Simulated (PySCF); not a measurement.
Al(F)2(SiH3), H3AlF2Si, SMILES [F][Al]([F])[SiH3] at its B3LYP/def2-SVP optimised geometry (Å):

```
7

Al    -1.3218    -1.5239    -1.9819
F     -2.0612    -3.0105    -1.9103
F     -1.1551    -0.8635    -3.4982
Si    -0.5070    -0.3728     0.0000
H     -0.9740     1.0453     0.0000
H      0.9872    -0.3728     0.0000
H     -0.9872    -1.0453     1.2418
```

Method: B3LYP/def2-TZVP (PySCF).

Map of the Laplacian of the electron density (e/bohr⁵), clipped to [-1.50, 1.50] on the plane z = 0.6 Å:

```
|00000000000000000000000000000|
|00000000000000000000000000000|
|00000000000000000000000000000|
|00000000000000000000000000000|
|00000000000000000000000000000|
|00000000011100000000000000000|
|00000001111111100000000000000|
|00000011111111110000000000000|
|00000011111111111000000000000|
|00000111111111111100000000000|
|00000111111111111111000000000|
|00000111111111111111100000000|
|00000111111111111111110000000|
|00000111111111111111111000000|
|00000111111243111111111000000|
|00001111111697111111111000000|
|00001111101696101111111000000|
|00001111100132111111111000000|
|00001111100001111111111000000|
|00001111110001111111110000000|
|00000111111111111111100000000|
|00000111111111111111000000000|
|00000011111111111100000000000|
|00000001111111110000000000000|
|00000000011110000000000000000|
|00000000000000000000000000000|
|00000000000000000000000000000|
|00000000000000000000000000000|
|00000000000000000000000000000|
```
Scale: ten equal steps from -0.162 (start of '0') to 1.50 (end of '9'), in the order '0123456789'; x runs from -3.50 to 3.50, y from -3.50 (bottom) to 3.50 (top).
